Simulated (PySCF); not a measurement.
C₆H₁₄N₂.
Z-matrix (Å and degrees, GFN2-xTB geometry), rows numbered from 1:
```
C 
C   1  1.3293
N   2  1.3757  1  127.01
C   3  1.4467  2  119.15  1   -11.40
N   3  1.4005  2  114.69  1  -162.67
C   5  1.4516  3  113.73  2    95.23
C   5  1.4540  3  112.66  2  -134.23
C   7  1.5221  5  110.53  3    57.82
H   1  1.0747  2  123.44  3     2.79
H   1  1.0742  2  120.18  3  -175.95
H   2  1.0810  1  120.98  3   177.29
H   4  1.0972  3  112.50  2   -58.90
H   4  1.0886  3  109.39  2   179.83
H   4  1.0902  3  108.91  2    61.64
H   6  1.0890  5  108.53  3  -166.49
H   6  1.0894  5  108.48  3   -48.54
H   6  1.0998  5  113.60  3    72.75
H   7  1.1044  5  112.47  3   -65.21
H   7  1.0927  5  106.63  3   177.08
H   8  1.0869  7  110.09  5   177.03
H   8  1.0863  7  109.85  5    56.89
H   8  1.0866  7  110.39  5   -62.60
```

Computed at PBE0/pcSseg-1 (PySCF, non-relativistic), with Q(14N) = 0.02044 b: N3, 14N (I = 1): χzz = -6.752 MHz, η = 0.344; N5, 14N (I = 1): χzz = -7.324 MHz, η = 0.383.

Problem. Where would the pure quadrupole (NQR) lines of 14N at N3 fall for the rigid, isolated species?

Solution. From ν± = (3/4)|χ|(1 ± η/3) and ν0 = |χ|η/2: ν+ 5.644 MHz, ν− 4.484 MHz, ν0 1.160 MHz (hydrazine nitrogen).

Problem. Where would the pure quadrupole (NQR) lines of 14N at N5 fall for the rigid, isolated species?

Solution. From ν± = (3/4)|χ|(1 ± η/3) and ν0 = |χ|η/2: ν+ 6.195 MHz, ν− 4.791 MHz, ν0 1.404 MHz (hydrazine nitrogen).

In a crystal, neighbours and librations shift these lines. GFN2-xTB bond lengths can be off by several hundredths of an ångström, more for odd bonds, and the gradients follow them. With so small a basis the couplings can be 20 % off.

These values come from a run that also computed NMR shieldings. Hardware: one thread, Arm Neoverse V2 (aarch64), no GPU, shared host. Cost: 33 s of wall time, 0.92 GiB resident at most.

One conformer stands for the species.
